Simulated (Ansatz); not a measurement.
Species: GeH₃, net charge -1, singlet state. 
Structure (B3LYP-D3(BJ)/def2-TZVP (Ansatz, an electronic-structure program) minimum search):
```
Ge
H 1 1.6254
H 1 1.6254 2 92.28
H 1 1.6254 2 92.28 3 92.38
```
Charge -1, spin multiplicity 1.

Total electronic energies in hartree. Valence correlation only, unless marked. Spin-orbit coupling is left out. Frozen are the shells of the preceding noble gas and the d and f shells that filled before the atom's block. Non-relativistic. CBS marks a two-point X^-3 extrapolation of the correlation energy; Hartree-Fock from the larger set.

| level | program | energy (Eh) |
|---|---|---|
| HF/def2-TZVPP | Ansatz | -2077.07830 |
| PBE-D4/def2-TZVPD | Ansatz + dftd4 | -2078.47891 |
| PBE0/STO-3G | Ansatz | ? |
| PBE0/def2-TZVPD | Ansatz | -2078.53170 |
| r2SCAN0-D4/def2-TZVPD | Ansatz + dftd4 | -2078.76776 |
| B2GP-PLYP-D3(BJ)/def2-TZVPD | Ansatz + dftd3 | -2078.22579 |
| MP2/cc-pVDZ | Ansatz | -2077.15744 |
| RI-MP2/aug-cc-pVTZ | Ansatz | -2077.27221 |
| RI-MP2/def2-QZVPPD | Ansatz | -2077.28039 |
| RI-MP2/CBS(aug-cc-pVTZ,aug-cc-pVQZ) | Ansatz | -2077.2890 |
| SCS-MP2/aug-cc-pVQZ | Ansatz | -2077.29657 |
| SCS-MP2/cc-pVQZ | Ansatz | -2077.29273 |
| CCSD/cc-pVQZ | Ansatz | -2077.30522 |
| CCSD(T)/def2-TZVPP | Ansatz | -2077.25572 |
| CCSD(T)/CBS(aug-cc-pVTZ,aug-cc-pVQZ) | Ansatz | -2077.3184 |

Problem. Fill in the missing entries.

Solution. 
- PBE0/STO-3G, energy (Eh): -2054.44376
